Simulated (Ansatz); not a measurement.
Stepwise reaction of `Br[Si]Br` with methanol, as a gas-phase model of exchange steps in deposition or etching. ΔE in kJ/mol; ΔG adds harmonic PBE0-D4 terms to CCSD(T)/CBS, at 1 bar.

Calculated with Ansatz (gas phase, PBE0-D4/def2-TZVP geometries, no zero-point term in ΔE). CCSD(T)/CBS adds triple-zeta CCSD(T) − MP2 to the extrapolated MP2 energy (def2 sets, frozen cores). This one scheme is used for every species. Functionals use def2-TZVPP. B3LYP here is the variant with VWN-RPA as its local correlation; programs differ in this. For Br outer-core shells are correlated without core-valence functions, which leaves a few kJ/mol of doubt a bond. Scalar relativity is left out up to krypton. Each species was taken in one conformer, which may not be the lowest.

| step | reaction | PBE-D4 | B3LYP-D4 | ωB97M-V | CCSD(T)/CBS | ΔG(600 K) |
| --- | --- | --- | --- | --- | --- | --- |
| 1 | `Br[Si]Br` + CH₃OH → `CO[Si]Br` + HBr | -16.8 | -27.8 | -28.4 | -24.9 | -27.4 |
| 2 | `CO[Si]Br` + CH₃OH → `CO[Si]OC` + HBr | 18.3 | 8.4 | 9.8 | 11.5 | 13.7 |

Question: By hand: ΔE of the 2 steps together at CCSD(T)/CBS.

Answer: (-24.9) + (11.5) = -13.4 kJ/mol, or -6.7 kJ/mol a step.

In ΔE each step is higher than the one before. ΔG lies between -27.4 and 13.7 kJ/mol a step. PBE-D4 differs from CCSD(T)/CBS by 6.8 to 8.1 kJ/mol a step. Isolated molecules leave out the surface, adducts and barriers. Largest T1 diagnostic: 0.014.
